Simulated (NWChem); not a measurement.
System: C$_{4}$H$_{5}$Cl; SMILES C=C/C=C/Cl

```xyz
10

C      0.3455    -2.9876     0.0000
C     -0.3746    -1.8558     0.0000
C      0.2092    -0.5226     0.0000
C     -0.5327     0.5924     0.0000
Cl     0.1527     2.1965     0.0000
H      1.4329    -2.9720     0.0000
H     -0.1290    -3.9639     0.0000
H     -1.4628    -1.9129     0.0000
H      1.2947    -0.4461     0.0000
H     -1.6172     0.5960     0.0000
```
Atoms are numbered in this order, from 1.

All runs: NWChem. Geometry: optimised at B3LYP/6-31G* (spherical d). Level B3LYP/def2-SVP: energy and gradient on several grids; changes count from the extra-fine grid, which is no exact limit either.

Q: Which is the coarsest grid (fine; xcoarse; coarse; medium; xfine) from which on the energy stays within 50 μHa and each gradient component within 100 μHa/bohr of xfine?

A: coarse.
```json
[
 {"grid": "xcoarse", "size of the energy change (μHa)": "3000", "largest change of a gradient component (μHa/bohr)": "3000"},
 {"grid": "coarse", "size of the energy change (μHa)": "20", "largest change of a gradient component (μHa/bohr)": "50"},
 {"grid": "medium", "size of the energy change (μHa)": "< 10", "largest change of a gradient component (μHa/bohr)": "< 30"},
 {"grid": "fine", "size of the energy change (μHa)": "< 10", "largest change of a gradient component (μHa/bohr)": "< 30"},
 {"grid": "xfine", "size of the energy change (μHa)": "< 10", "largest change of a gradient component (μHa/bohr)": "< 30"}
]
```
